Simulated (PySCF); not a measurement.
Diatomic cations of K with the third period

CCSD(T) with double-zeta basis sets in PySCF, for the lowest determinant that a PBE0 search found; no spin–orbit coupling. De refers to high-spin ground-configuration atoms (the charge goes to the atom of lower measured ionisation energy or higher electron affinity, which is not always the lowest computed limit).

```json
{"M": "Na", "basis": "pcseg-1", "reference, frozen orbitals": "UHF, 6", "charged atom": "K+", "state (unpaired electrons)": "doublet (σ ↑)", "Re (Å)": "4.151", "ωe (cm⁻¹)": "97.1", "De (eV)": "0.56"}
{"M": "Mg", "basis": "def2-SVP", "reference, frozen orbitals": "RHF, 6", "charged atom": "K+", "state (unpaired electrons)": "singlet (closed shell)", "Re (Å)": "3.906", "ωe (cm⁻¹)": "89.9", "De (eV)": "0.29"}
{"M": "Al", "basis": "aug-pcseg-1", "reference, frozen orbitals": "UHF, 10", "charged atom": "K+", "state (unpaired electrons)": "doublet (σ ↑)", "Re (Å)": "3.945", "ωe (cm⁻¹)": "93.3", "De (eV)": "0.53"}
{"M": "Si", "basis": "x2c-SVPall", "reference, frozen orbitals": "UHF, 10", "charged atom": "K+", "state (unpaired electrons)": "triplet (σ ↑, π ↑)", "Re (Å)": "3.781", "ωe (cm⁻¹)": "91.1", "De (eV)": "0.28"}
{"M": "P", "basis": "def2-SVP", "reference, frozen orbitals": "UHF, 10", "charged atom": "K+", "state (unpaired electrons)": "quartet (σ ↑, π ↑↑)", "Re (Å)": "3.647", "ωe (cm⁻¹)": "80.8", "De (eV)": "0.16"}
{"M": "S", "basis": "def2-SVP", "reference, frozen orbitals": "UHF, 10", "charged atom": "K+", "state (unpaired electrons)": "triplet (π ↑↑)", "Re (Å)": "3.452", "ωe (cm⁻¹)": "110", "De (eV)": "0.40"}
```

The shortest bond is that of KS⁺ (3.452 Å), the longest that of KNa⁺ (4.151 Å).

The rows differ in basis set, which adds steps of its own.

The state changes along the series, so neighbouring rows are not always alike in their bonding.

Correlated steps freeze the inner cores (6 to 10 orbitals); shallow outer-core shells are correlated. Weak bonds: KMg⁺, KP⁺, KSi⁺, KS⁺. Basis-set superposition, not corrected here, can be much of De in a small basis, most of all at correlated wavefunction levels. For an ion De counts to the pair picked by the measured ionisation energies or electron affinities, which need not be the lowest pair at this level. States were picked by a PBE0 search and need not be the measured ground states.
